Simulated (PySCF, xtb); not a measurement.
C₃H₉N, SMILES CCNC. Other conformers were not sampled.

Harmonic wavenumbers (cm⁻¹) from GFN2-xTB in xtb 6.7.1 at its own minimum, in rising order: 113, 206, 251, 277, 446, 813, 845, 917, 1036, 1070, 1087, 1154, 1179, 1213, 1262, 1339, 1406, 1409, 1422, 1489, 1492, 1497, 1502, 1503, 2787, 2841, 2946, 2998, 3021, 3026, 3043, 3052, 3347.

Question: What does PBE-D3(BJ)/def2-SVP in PySCF give at its own minimum? (The exact figures need the calculation; the answer reports its results.)

Answer: 125, 227, 264, 281, 445, 740, 793, 875, 1010, 1034, 1071, 1129, 1172, 1199, 1251, 1317, 1353, 1389, 1406, 1410, 1424, 1427, 1454, 1455, 2815, 2840, 2962, 2968, 2984, 3048, 3051, 3075, 3427. Paired by order, the mean absolute difference is 31 cm⁻¹ and the zero-point energies are 74.3 and 73.5 kcal/mol.
